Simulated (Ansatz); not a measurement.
System: CH3GeO, charge 0, doublet. CH3GeO (SMILES [GeH2][CH]=O, doublet).
B3LYP-D3(BJ)/def2-TZVP minimum from Ansatz (a program for electronic structure):
```
C
O 1 1.2025
H 1 1.1116 2 121.04
Ge 1 2.0031 3 115.93 2 -178.08
H 4 1.5439 1 111.45 3 -159.59
H 4 1.5487 5 111.43 1 -124.74
```
Charge 0, spin multiplicity 2.

Atomisation energy term by term, kcal/mol (programs: Ansatz). UHF or UKS for unpaired electrons; spin-orbit terms are left out. Cores are frozen in correlated methods (noble-gas shells, and filled d and f shells in the p block). No relativity. CBS(X,Y): correlation extrapolated as X^-3, Hartree-Fock from the larger set. A bracket is a step between two methods taken in the basis named. For partners of very few electrons the exact lower level stands in for a higher one. The UHF reference of CH3GeO (O=[CH][GeH2], doublet) is spin-contaminated (<S^2> up to 0.07 over the pure value in the sets run).

```json
[
 {"term": "Hartree-Fock", "basis": "cc-pVQZ", "kcal/mol": "314.79"},
 {"term": "CCSD correlation", "basis": "CBS(cc-pVTZ,cc-pVQZ)", "kcal/mol": "136.33"},
 {"term": "(T)", "basis": "CBS(cc-pVTZ,cc-pVQZ)", "kcal/mol": "10.59"},
 {"term": "CCSDT(Q) - CCSD(T)", "basis": "cc-pVDZ", "kcal/mol": "1.19"},
 {"term": "sum: De", "basis": "", "kcal/mol": "462.9"}
]
```
